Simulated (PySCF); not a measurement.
Cd(Me)(SiH3) (CH6CdSi), SMILES [CH3][Cd][SiH3].

Geometry optimised at PBE-D3(BJ)/def2-SVP. The structure was generated by enumeration; whether it is a known compound was not checked. The def2 effective core potentials stand for the cores of Cd; spin–orbit coupling is left out.

Method: PBE-D3(BJ)/def2-SVP (PySCF).

Frequencies are harmonic and unscaled.

A small imaginary wavenumber (i) marks a very flat motion, where grid noise or a shallow saddle decides the sign.

Modes within 1.5 cm⁻¹ of each other (mostly degenerate sets) share a row, with their intensities summed.

Computed harmonic wavenumbers and intensities:
```
mode   ν (cm⁻¹)  IR (km/mol)  moving atoms (share of kinetic energy)
-----  --------  -----------  --------------------------------------
1           19i          0.0                                 H 100 %
2–3          97          4.2        C 37 %, H 26 %, Cd 24 %, Si 14 %
4           278          3.7                 Si 72 %, Cd 15 %, H 9 %
5–6         407          9.7                         H 89 %, Si 10 %
7           482         42.6                 C 68 %, H 18 %, Cd 14 %
8–9         647         45.8                          H 83 %, C 15 %
10          820        267.1                          H 91 %, Si 9 %
11–12       908         65.6                                  H 98 %
13         1121          2.8                          H 82 %, C 18 %
14–15      1380          2.2                                  H 95 %
16         2123         84.5                                  H 99 %
17–18      2137        184.9                                  H 96 %
19         2974         13.6                                  H 97 %
20–21      3082         11.5                           H 91 %, C 9 %
```
